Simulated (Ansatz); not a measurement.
Cu4S2, 6 atoms. Hardware: 4 threads of Arm Neoverse V2 on a shared host.

Correlated methods freeze 46 core orbitals.

(1) How many basis functions does each of these Ansatz runs have, and roughly what does it cost? RPA@PBE/def2-TZVP, charge 0 singlet, energy, from earlier orbitals; PBE0-D4/def2-TZVPD, charge -1 doublet at the geometry of the charge 0 singlet, energy; CCSD(T)/def2-SVP, charge 0 singlet, energy, from earlier orbitals; PBE0-D4/def2-SVP, charge 0 singlet, energy, from earlier orbitals; PBE-D4/def2-TZVP, charge 0 singlet, energy, from earlier orbitals; PBE-D4/def2-TZVP, charge 0 triplet at the geometry of the charge 0 singlet, energy, from earlier orbitals; MP2/def2-TZVP, charge 0 singlet, energy, from earlier orbitals; CAM-B3LYP-D4/def2-TZVP, charge 0 singlet, energy, from earlier orbitals; CAM-B3LYP-D4/def2-TZVPD, charge 0 singlet, energy, from earlier orbitals; PBE-D4/def2-TZVPD, charge 0 singlet, energy, from earlier orbitals; PBE0-D4/def2-TZVP, charge 1 doublet at the geometry of the charge 0 singlet, energy; PBE-D4/def2-TZVPD, charge -1 doublet at the geometry of the charge 0 singlet, energy, from earlier orbitals.

## Answers

(1) Other jobs shared the machine, so times can vary by a factor of up to 3. A dash marks memory too small to be measured apart from the calling script's.

```json
{"run": "PBE-D4/def2-TZVP, charge 0 singlet, energy, from earlier orbitals", "functions": "254", "fitting or Cholesky vectors": "2334", "wall time": "5.5 s", "peak host memory (GiB)": "0.62"}
{"run": "PBE0-D4/def2-SVP, charge 0 singlet, energy, from earlier orbitals", "functions": "160", "fitting or Cholesky vectors": "1700", "wall time": "6.5 s", "peak host memory (GiB)": "–"}
{"run": "PBE-D4/def2-TZVPD, charge 0 singlet, energy, from earlier orbitals", "functions": "284", "fitting or Cholesky vectors": "2462", "wall time": "8.5 s", "peak host memory (GiB)": "0.77"}
{"run": "PBE-D4/def2-TZVP, charge 0 triplet at the geometry of the charge 0 singlet, energy, from earlier orbitals", "functions": "254", "fitting or Cholesky vectors": "2334", "wall time": "13 s", "peak host memory (GiB)": "0.7"}
{"run": "MP2/def2-TZVP, charge 0 singlet, energy, from earlier orbitals", "functions": "254", "fitting or Cholesky vectors": "2318", "wall time": "14 s", "peak host memory (GiB)": "1.1"}
{"run": "CAM-B3LYP-D4/def2-TZVP, charge 0 singlet, energy, from earlier orbitals", "functions": "254", "fitting or Cholesky vectors": "2318", "wall time": "16 s", "peak host memory (GiB)": "1.4"}
{"run": "PBE-D4/def2-TZVPD, charge -1 doublet at the geometry of the charge 0 singlet, energy, from earlier orbitals", "functions": "284", "fitting or Cholesky vectors": "2462", "wall time": "16 s", "peak host memory (GiB)": "0.86"}
{"run": "CAM-B3LYP-D4/def2-TZVPD, charge 0 singlet, energy, from earlier orbitals", "functions": "284", "fitting or Cholesky vectors": "2454", "wall time": "21 s", "peak host memory (GiB)": "1.8"}
{"run": "PBE0-D4/def2-TZVPD, charge -1 doublet at the geometry of the charge 0 singlet, energy", "functions": "284", "fitting or Cholesky vectors": "2454", "wall time": "31 s", "peak host memory (GiB)": "2"}
{"run": "PBE0-D4/def2-TZVP, charge 1 doublet at the geometry of the charge 0 singlet, energy", "functions": "254", "fitting or Cholesky vectors": "2318", "wall time": "36 s", "peak host memory (GiB)": "1.7"}
{"run": "RPA@PBE/def2-TZVP, charge 0 singlet, energy, from earlier orbitals", "functions": "254", "fitting or Cholesky vectors": "2318", "wall time": "42 s", "peak host memory (GiB)": "1.6"}
{"run": "CCSD(T)/def2-SVP, charge 0 singlet, energy, from earlier orbitals", "functions": "160", "fitting or Cholesky vectors": "1700", "wall time": "44 s", "peak host memory (GiB)": "1.1"}
```
